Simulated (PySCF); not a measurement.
**NMR data sheet: C7H3F3**

| Property | Result |
| --- | --- |
| Formula | C7H3F3 |
| SMILES | C#CC#CCC(F)=C(F)F |
| InChI | InChI=1S/C7H3F3/c1-2-3-4-5-6(8)7(9)10/h1H,5H2 |
| Point group of the computed structure | C1 |
| Degrees of unsaturation | 5 |
| Carbon signals | 7 |
| Proton signals | 2 |

Atom-mapped SMILES (the numbers label the heavy atoms): `[CH:1]#[C:2][C:3]#[C:4][CH2:5][C:6]([F:7])=[C:8]([F:9])[F:10]`. Each H is labelled by its parent atom.

How the numbers were obtained: GFN2-xTB structure, σ from GIAO-PBE0/pcSseg-1, in PySCF 2.14 (rapidly exchanging positions averaged, no solvent, non-relativistic Hamiltonian, single conformer).

Shifts are taken against calculated references (same method and geometry level): TMS for ¹H (σ = 31.72 ppm) and ¹³C (σ = 186.93 ppm); ¹⁹F (σ = 170.95 ppm) against CFCl3.

| carbon | δC, type | δH (multiplicity) | HMBC from (2–3 bonds) | span of the C tensor (ppm) |
| --- | --- | --- | --- | --- |
| C1 | 73.4, CH | 1.29 (s) | – | 234 |
| C2 | 73.7, C | – | H(C1) | 266 |
| C3 | 75.6, C | – | H(C5), H(C1) | 230 |
| C4 | 75.6, C | – | H(C5) | 287 |
| C5 | 22.1, CH2 | 3.43 (m) | – | 20 |
| C6 | 135.5, C | – | H(C5) | 75 |
| C8 | 167.3, C | – | H(C5) | 98 |

Other nuclei:
| atoms | nucleus | environment | δ (ppm) | σ (ppm) |
| --- | --- | --- | --- | --- |
| F10 | ¹⁹F | vinylic fluorine | -103.6 | 274.6 |
| F9 | ¹⁹F | vinylic fluorine | -121.0 | 291.9 |
| F7 | ¹⁹F | vinylic fluorine | -185.7 | 356.6 |

- Carbon types of the structure: 5 × C, 1 × CH, 1 × CH2, which accounts for all hydrogens.
- δC 167.3, 135.5: fully substituted alkene carbon.
- δC 75.6, 75.6, 73.7: alkyne carbon; sp carbons lie upfield of alkene carbons because the cylindrical π system leaves one tensor component strongly shielded.
- δC 73.4: terminal alkyne carbon; sp carbons lie upfield of alkene carbons because the cylindrical π system leaves one tensor component strongly shielded.
- δC 22.1: allylic sp3 CH2; a saturated carbon with 2 carbon neighbours and no heteroatom attached.
- δH 1.29: hydrogen on a terminal alkyne carbon; it lies on the axis of the triple bond, in its shielding cone.

Splittings by ¹⁹F in the carbon and heteronuclear signals aren't shown, as no couplings were computed. Shifts are as computed. Against solution values, carbons near 30 ppm lie about +3 ppm off and those near 130 ppm about +5 ppm. Of 1211 compounds with measured shifts, 218 miss one by over three times the rms of a fit or turn the order of signals round; such compounds aren't used in these exercises. Unscaled 19F shifts against computed CFCl3 carry errors that often reach 10 to 50 ppm. Multiplicities follow the n + 1 count of equivalent neighbours, as no J values were calculated; m marks all less simple cases, F and P coupling included.
